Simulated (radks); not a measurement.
The numbers below are computed, except where a source is named.
Task: These are the eigenvalues of the occupied orbitals of an atom or ion with whole-number occupations (hartree). Code: a radial shooting solver on a logarithmic mesh with Libxc functionals. Model: non-relativistic Kohn-Sham, PBE, spin-polarised, spherical densities, point nucleus.

1s up: -561.2385
1s down: -561.0221
2s up: -88.83602
2s down: -88.23636
2p up: -82.70154
2p down: -82.09910
3s up: -24.40885
3s down: -24.06469
3p up: -22.10529
3p down: -21.74306
3d up: -18.05515
3d down: -17.62794

Which element is it, and in what charge state? The configuration may be excited. Open shells, if any, are filled with parallel spins first.

Result: Z = 37, rubidium, charge +14: Rb14+ in [He] 2s2 2p5 3s2 3p6 3d6. The list shows which subshells hold electrons but not how many an open one holds; the 1s level, -561.24 hartree, gives Z - s = 33.5 by -(Z - s)^2/2, which with screening narrows Z to a few neighbours, and the depths of the outer levels then fix element, charge and occupations together.
